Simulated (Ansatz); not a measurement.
`O[SiH2][InH][F]` + H₂ → `[F][InH2]` + silanol at 700 K and 1 bar (hydrogenolysis of the In–Si bond).

Gas-phase electronic energies from Ansatz, PBE0-D4/def2-TZVP geometries. CCSD(T)/CBS is the MP2 limit (def2-TZVPP, def2-QZVPP) plus CCSD(T) − MP2 in def2-TZVPP, frozen cores. This one scheme is used for every species. def2 core potentials past Kr. For In outer-core shells are correlated without core-valence functions, which leaves a few kJ/mol of doubt a bond. Each species was taken in one conformer, which may not be the lowest.

```
          species  CCSD(T)/CBS energy (Eh)  H − E (kJ/mol)  S (J/(mol·K))
`O[SiH2][InH][F]`               -656.33295           175.8          459.2
               H₂                 -1.17544            46.8          155.3
      `[F][InH2]`               -290.81142            72.4          317.2
        `O[SiH3]`               -366.69042           144.6          321.6
```

H − E and S are ideal-gas, rigid-rotor, harmonic terms from PBE0-D4/def2-TZVP, for one conformer and one mirror image of each species. For small species the MP2-based limit differs from directly extrapolated CCSD(T) by up to some mEh (0.8 for H₂); such offsets cancel only in part. 1 Eh = 2625.50 kJ/mol, R = 8.31446 J/(mol·K).

By hand: ΔE, ΔH, ΔS and ΔG.

ΔE = (-290.81142) + (-366.69042) − (-656.33295) − (-1.17544) = 0.00655 Eh = 17.2 kJ/mol. Δ(H − E) = 72.4 + 144.6 − 175.8 − 46.8 = -5.6, so ΔH = 11.6 kJ/mol. ΔS = 317.2 + 321.6 − 459.2 − 155.3 = 24.3 J/(mol·K). ΔG = 11.6 − 700 × (24.3)/1000 = -5.4 kJ/mol.

By hand: the equilibrium constant, and the temperature at which ΔG would vanish if ΔH and ΔS stayed fixed.

log₁₀ K = −ΔG/(RT ln 10) = 0.4. ΔG = 0 at ΔH/ΔS = 477 K.

TΔS isn't small against ΔH here. The sign of ΔG lies within the doubt. A doubt of 5 kJ/mol in ΔE shifts log₁₀ K by 0.4 here. Other conformers and mirror images would add mixing entropy, several J/(mol·K) or more a flexible species. Modes under 60 cm⁻¹, often nearly free rotors, make the harmonic entropy too high. These are equilibria of isolated gas molecules and say nothing of rates. Largest T1 diagnostic: 0.016 (customary marks: 0.02 for closed shells, 0.045 for open ones).
